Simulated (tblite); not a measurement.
Start geometry of `CC(C)=C(C=O)[SiH2][SiH2]Cl` from a force field or distance geometry (Å):
```
atom  x, y, z in Å
C1    -1.606    0.188   -1.443
C2    -1.179   -0.507   -0.192
C3    -1.948   -1.728    0.184
C4    -0.155   -0.058    0.531
C5     0.311   -0.703    1.766
O6     1.296   -0.213    2.398
Si7    0.753    1.456   -0.006
Si8    2.942    1.119   -0.127
Cl9    3.539   -0.729    0.675
H10   -2.595   -0.192   -1.793
H11   -1.706    1.272   -1.293
H12   -0.830   -0.032   -2.188
H13   -2.197   -2.214   -0.785
H14   -1.324   -2.407    0.751
H15   -2.901   -1.473    0.715
H16   -0.129   -1.591    2.199
H17    0.281    1.775   -1.363
H18    0.481    2.597    0.856
H19    3.600    2.195    0.640
H20    3.361    1.254   -1.529
```

Task: What comes out of this run: GFN2-xTB geometry optimisation, gas phase (tblite 0.8.0)?

Result: 
```
atom  x, y, z in Å
C1    -1.7006    0.0006   -1.5063
C2    -1.1883   -0.5141   -0.1998
C3    -1.7772   -1.8375    0.1824
C4    -0.2623    0.1472    0.5204
C5     0.2386   -0.3001    1.7993
O6     1.2306    0.2018    2.2925
Si7    0.7728    1.6847    0.0768
Si8    2.9826    1.0207   -0.0909
Cl9    3.0515   -0.9591   -0.5570
H10   -2.7433   -0.2818   -1.6418
H11   -1.6080    1.0790   -1.5770
H12   -1.1293   -0.4455   -2.3213
H13   -1.7604   -2.5028   -0.6801
H14   -1.2506   -2.3201    0.9982
H15   -2.8210   -1.7015    0.4692
H16   -0.3179   -1.0717    2.3574
H17    0.2535    2.2767   -1.1690
H18    0.5263    2.6789    1.1240
H19    3.7958    1.1780    1.1095
H20    3.7022    1.6772   -1.1897
```

The energy falls by 17.8 kcal/mol over 115 L-BFGS steps, the largest force on an atom goes from 3.87 to 0.009 eV/Å, and the atoms move by 0.535 Å rms after alignment. The bond that changes most is Si7–Si8 (SiH2 silicon to chlorine-bound silicon), which lengthens by 0.095 Å. Bonds longer at the end by more than 0.005 Å: 6 of 19; shorter: 9. Among the angles that change most is C5–C4–Si7, from 116.7° to 105.5°. Among the dihedrals that turn most is C4–Si7–Si8–Cl9, from -9° to 25°. Rotational constants go from 1491, 641.4, 538.7 to 1299, 640.9, 617.2 MHz. The orientation of the end geometry is arbitrary; only internal coordinates are fixed.

Time: 1.3 s of wall time. Hardware: an Arm Neoverse V1 with one thread, no GPU, shared host.

Its GFN2-xTB frequencies are all real (lowest 17 cm⁻¹). One conformer, not necessarily the lowest.

All values are computed, not measured.
